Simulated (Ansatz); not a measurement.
System: SiH, charge 0, multiplicity 2. 
Structure (B3LYP-D3(BJ)/def2-TZVP (Ansatz, a program for electronic structure) minimum search):
SMILES: [SiH]
```xyz
2

Si     0.0000     0.0000    -0.1020
H      0.0000     0.0000     1.4276
```
Charge 0, spin multiplicity 2.

Property: vertical electron affinity (to the triplet state of charge -1; a negative value means that the extra electron is unbound and the number depends on the basis; each state is the SCF solution reached for its spin; for the doublet the Hartree-Fock reference is unstable and T1 is 0.020), in eV. Cores are frozen in the correlated levels unless marked. UHF or UKS for open shells. No spin-orbit coupling. No relativistic terms. Anions need diffuse functions: aug- sets have them; def2-D sets add few. 

```json
[
 {"level": "SVWN5/def2-TZVPD", "program": "Ansatz", "vertical electron affinity (eV)": "1.26"},
 {"level": "PBE/def2-TZVPD", "program": "Ansatz", "vertical electron affinity (eV)": "1.17"},
 {"level": "r2SCAN/def2-TZVPD", "program": "Ansatz", "vertical electron affinity (eV)": "1.32"},
 {"level": "B3LYP/def2-TZVPD", "program": "Ansatz", "vertical electron affinity (eV)": "1.07"},
 {"level": "PBE0/def2-TZVPD", "program": "Ansatz", "vertical electron affinity (eV)": "1.20"},
 {"level": "BHLYP/def2-TZVPD", "program": "Ansatz", "vertical electron affinity (eV)": "0.93"},
 {"level": "CAM-B3LYP/def2-TZVPD", "program": "Ansatz", "vertical electron affinity (eV)": "1.05"},
 {"level": "wB97M-V/def2-TZVPD", "program": "Ansatz", "vertical electron affinity (eV)": "0.95"},
 {"level": "wB97X-V/def2-TZVPD", "program": "Ansatz", "vertical electron affinity (eV)": "0.98"},
 {"level": "wB97X/def2-TZVPD", "program": "Ansatz", "vertical electron affinity (eV)": "1.03"},
 {"level": "CCSD/aug-cc-pV(D+d)Z", "program": "Ansatz", "vertical electron affinity (eV)": "1.10"},
 {"level": "CCSD/def2-SVPD", "program": "Ansatz", "vertical electron affinity (eV)": "0.67"},
 {"level": "CCSD/aug-cc-pV(T+d)Z", "program": "Ansatz", "vertical electron affinity (eV)": "1.17"},
 {"level": "CCSD/def2-TZVPPD", "program": "Ansatz", "vertical electron affinity (eV)": "1.00"},
 {"level": "CCSD/aug-cc-pV(Q+d)Z", "program": "Ansatz", "vertical electron affinity (eV)": "1.18"},
 {"level": "CCSD/def2-QZVPPD", "program": "Ansatz", "vertical electron affinity (eV)": "1.12"},
 {"level": "CCSD(T)/def2-SVPD", "program": "Ansatz", "vertical electron affinity (eV)": "0.69"},
 {"level": "CCSD(T)/def2-TZVPPD", "program": "Ansatz", "vertical electron affinity (eV)": "1.05"},
 {"level": "CCSD(T)/aug-cc-pV(Q+d)Z", "program": "Ansatz", "vertical electron affinity (eV)": "1.24"},
 {"level": "CCSD(T)/def2-QZVPPD", "program": "Ansatz", "vertical electron affinity (eV)": "1.17"}
]
```
